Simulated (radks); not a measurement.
Species: Pd3+. Configuration: [Kr] 4d7. Method: Dirac Kohn-Sham, LDA (Slater exchange, Perdew-Wang correlation), spin-unpolarised, spherical densities, point nucleus; open shells are shared between the two j in proportion to 2j + 1; computed with a radial shooting solver on a logarithmic mesh with Libxc functionals.

Spin-orbit splittings of the eigenvalues, e(l+1/2) - e(l-1/2), with zeta = 2 splitting/(2l+1) and mean radii in bohr:

| shell | occ. | splitting (eV) | zeta (eV) | <r> j=l-1/2 | <r> j=l+1/2 |
|---|---|---|---|---|---|
| 2p | 6 | 159.1 | 106.1 | 0.1172 | 0.1222 |
| 3p | 6 | 27.76 | 18.50 | 0.3716 | 0.3825 |
| 3d | 10 | ? | ? | 0.3558 | 0.3593 |
| 4p | 6 | 4.657 | 3.105 | 1.003 | 1.033 |
| 4d | 7 | 0.5811 | 0.2324 | 1.299 | 1.313 |

Estimate the 3d splitting.

Answer. 5.542 eV (zeta = 2.217 eV).
